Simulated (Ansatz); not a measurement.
Species: sum formula GaBrCl₂ (charge 0, singlet). 
Coordinates optimised at B3LYP-D3(BJ)/def2-TZVP (Ansatz, a first-principles code):
SMILES: [Cl][Ga]([Cl])[Br]
```xyz
4

Cl    -1.1094     2.1013     0.0083
Ga    -0.4196     0.0856     0.0056
Cl    -1.8435    -1.4990     0.0313
Br     1.8059    -0.3683    -0.0242
```

Dipole moments at this geometry, in debye (magnitudes).

| level | program | dipole (D) |
|---|---|---|
| SVWN5/def2-TZVPD | Ansatz | 0.37 |
| PBE0/def2-TZVPD | Ansatz | 0.37 |
| r2SCANh/def2-TZVPD | Ansatz | 0.36 |
| HSE06/def2-TZVPD | Ansatz | 0.37 |
| LC-wPBE/def2-TZVPD | Ansatz | [?] |
| CCSD(T)/def2-SVPD | Ansatz | [?] |

**Question.** Fill in the missing entries.

**Answer.** 
- LC-wPBE/def2-TZVPD, dipole (D): 0.36
- CCSD(T)/def2-SVPD, dipole (D): 0.42
